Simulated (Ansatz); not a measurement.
`CO[SiH2]Cl` and `CN[SiH](Cl)OC` differ in one atom or group.

Ansatz, PBE0-D4/def2-TZVP geometries, multiplicity 1. Each molecule was computed in one conformer, which needn't be the lowest.

| property | `CO[SiH2]Cl` |
| --- | --- |
| HOMO energy (B3LYP/def2-TZVPP) / eV | -8.43 |
| size of the dipole moment (ωB97M-V/def2-TZVPP) / D | 1.52 |
| LUMO energy (PBE0/def2-TZVPP) / eV | 0.49 |
| HOMO–LUMO gap (PBE0/def2-TZVPP) / eV | 9.15 |
| HOMO–LUMO gap (PBE/def2-TZVPP) / eV | 6.74 |
| size of the dipole moment (PBE/def2-TZVPP) / D | 1.46 |

Task: Give the same properties after the change, and the shifts. (Best estimate.)

Result: Computed: 
```
                                          property  `CN[SiH](Cl)OC`  shift
               HOMO energy (B3LYP/def2-TZVPP) / eV            -6.93   1.50
size of the dipole moment (ωB97M-V/def2-TZVPP) / D             1.14  -0.38
                LUMO energy (PBE0/def2-TZVPP) / eV             0.84   0.35
              HOMO–LUMO gap (PBE0/def2-TZVPP) / eV             8.02  -1.13
               HOMO–LUMO gap (PBE/def2-TZVPP) / eV             5.76  -0.98
    size of the dipole moment (PBE/def2-TZVPP) / D             1.21  -0.25
```

With PBE0 the HOMO rises by 1.48 eV and the LUMO rises by 0.35 eV, so the gap narrows by about 1.13 eV. PBE moves the HOMO by 1.35 eV and ωB97M-V by 1.47 eV. Dipoles are sizes alone; their direction can turn.

B3LYP here is the variant with VWN-RPA as its local correlation; programs differ in this.
